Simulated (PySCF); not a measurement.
**Electric field gradients and quadrupole coupling constants**

Species: C6H12O2Si.
Numbering: `[CH2:1]=[C:2]([CH3:3])[O:4][C@@H:5]1[SiH2:6][C@H:7]1[O:8][CH3:9]` (hydrogens: H10, H11 on C1; H12, H13, H14 on C3; H15 on C5; H16, H17 on Si6; H18 on C7; H19, H20, H21 on C9)

Cartesian coordinates in Å at the GFN2-xTB level; atoms count from 1:
```
atom  x, y, z in Å
C1    -1.703   -1.226    0.633
C2    -1.999   -0.154   -0.089
C3    -3.251   -0.003   -0.901
O4    -1.218    0.969   -0.207
C5     0.005    0.989    0.471
Si6    1.406    1.979   -0.329
C7     1.119    0.112   -0.103
O8     1.845   -0.605    0.854
C9     3.106   -1.009    0.389
H10   -2.382   -2.058    0.669
H11   -0.793   -1.322    1.195
H12   -3.928   -0.831   -0.718
H13   -3.743    0.933   -0.646
H14   -3.001    0.030   -1.961
H15   -0.096    0.929    1.553
H16    2.343    2.607    0.580
H17    1.143    2.529   -1.642
H18    0.825   -0.496   -0.961
H19    3.015   -1.674   -0.479
H20    3.588   -1.542    1.207
H21    3.712   -0.140    0.102
```

Field gradients from the PBE0/pcSseg-1 density (PySCF, non-relativistic), principal values in atomic units, ordered |Vxx| ≤ |Vyy| ≤ |Vzz|:

```csv
atom,Vxx,Vyy,Vzz
O4,-0.3625,-1.5468,1.9093
O8,0.0244,1.9773,-2.0017
```

**Question.** Find the asymmetry η = (Vxx − Vyy)/Vzz and the couplings χ = eQV/h (234.96 MHz × Q in barn × V in au), with Q(17O) = −0.0256 b.

**Answer.** 
| atom | environment | nucleus | η | χzz (MHz) | χxx (MHz) | χyy (MHz) |
| --- | --- | --- | --- | --- | --- | --- |
| O4 | ether oxygen | 17O | 0.62 | -11.48 | 2.18 | 9.30 |
| O8 | ether oxygen | 17O | 0.98 | 12.04 | -0.15 | -11.89 |

At O8 η is above 0.9: Vyy and Vzz are nearly equal in size and opposite in sign, so a small change could swap them and flip the sign of χzz. The tensor is traceless: Vxx + Vyy + Vzz = 0.

**Question.** What is Vzz at O4 in SI units (1 au = 9.71736 × 10²¹ V/m²)?

**Answer.** 1.9093 au = 18.553 × 10²¹ V/m².

**Question.** And the gradient at the other heavy atoms, for which no coupling is worked out here?

**Answer.** 
```tsv
atom	environment	Vzz (au)	η
C1	terminal =CH2 carbon	0.136	0.46
C2	vinylic carbon bearing oxygen	-0.394	0.13
C3	allylic carbon	0.080	0.23
C5	sp3 carbon bound to oxygen	0.395	0.49
Si6	SiH2 silicon	-0.201	0.88
C7	sp3 carbon bound to oxygen	0.356	0.43
C9	methoxy carbon	0.386	0.08
```

**Question.** What couplings would deuterons (Q(2H) = 0.00286 b) have in place of the hydrogens, at this geometry?

**Answer.** 
```tsv
atom	bonded to	bond length (Å)	Vzz (au)	η	χzz (kHz)
H10	C1	1.074	0.3467	0.09	233
H11	C1	1.074	0.3405	0.09	229
H12	C3	1.085	0.3179	0.04	214
H13	C3	1.088	0.3123	0.03	210
H14	C3	1.089	0.3118	0.03	210
H15	C5	1.089	0.3090	0.12	208
H16	Si6	1.449	0.1754	0.06	118
H17	Si6	1.447	0.1762	0.07	118
H18	C7	1.092	0.3034	0.14	204
H19	C9	1.097	0.2896	0.08	195
H20	C9	1.088	0.3067	0.07	206
H21	C9	1.098	0.2873	0.08	193
```

Geometry: GFN2-xTB, one conformer, isolated molecule. GFN2-xTB bond lengths can be off by several hundredths of an ångström, more for odd bonds, and the gradients follow them. These gradients aren't converged with respect to the basis.
